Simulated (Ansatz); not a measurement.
Input file for Ansatz (a quantum-chemistry and plane-wave program): U-wB97M-V/def2-TZVPPD on C2H6Ga (SMILES [CH3][Ga][CH3]). The basis file is the Basis Set Exchange's JSON of that set.

Ansatz 0.2 input:
```yaml
crystal:
  periodic: [false, false, false]
  atoms:
    - {symbol: Ga, position_ang: [-0.15297144, 1.07209337, -0.00606289]}
    - {symbol: C, position_ang: [1.69210920, 0.27068760, 0.17829843]}
    - {symbol: C, position_ang: [-1.69994043, -0.21541689, -0.17874482]}
    - {symbol: H, position_ang: [2.47844422, 1.01824842, 0.25707229]}
    - {symbol: H, position_ang: [1.88161564, -0.36268293, -0.69276208]}
    - {symbol: H, position_ang: [1.70498308, -0.36162465, 1.07044983]}
    - {symbol: H, position_ang: [-1.53217183, -0.83852941, -1.06164912]}
    - {symbol: H, position_ang: [-1.70833684, -0.86429546, 0.70144970]}
    - {symbol: H, position_ang: [-2.66353159, 0.28151996, -0.26805134]}
basis:
  gaussian:
    orbitals: def2-TZVPPD.json
hamiltonian:
  xc: {name: wB97M-V}
magnetization: {spin_polarized: true, initial_magnetization: 1}
```

The log:

```
WARN ansatz: RAYON_NUM_THREADS=4 ignored (pool sized by the plan → 4); use --threads N
Functional definition: wB97M-V
integrals: 0.19 GiB planned
1109 factors; their error is unknown
integrals: 0.23 GiB planned
346 factors; integrals over basis functions are off by at most 2.5e-5 eV
mean field: 2.43 GiB planned
mean field evaluation 1: about -54538.0396 eV, gradient 4.1e1 eV
mean field evaluation 2: about -54540.2529 eV, gradient 3.5e1 eV
mean field evaluation 4: about -54545.3522 eV, gradient 1.7e0 eV
mean field evaluation 8: about -54545.3855 eV, gradient 5.2e-2 eV
mean field evaluation 16: about -54545.4593 eV, gradient 1.8e-4 eV
mean field -54545.45934804 eV, -2004.5086588001 hartree, gradient 5.9e-5 eV, S^2 0.752538; 0 other end points of the search recorded, 0 dependent functions left out
reference -54545.45941725 eV, -2004.5086613438 hartree; 25, 24 occupied and 205, 206 virtual orbitals, 1109 factors
Total energy: -54545.45941725 eV, -2004.5086613438 hartree
```

The run converged.

Cost: about 30 core-seconds (a rough figure).
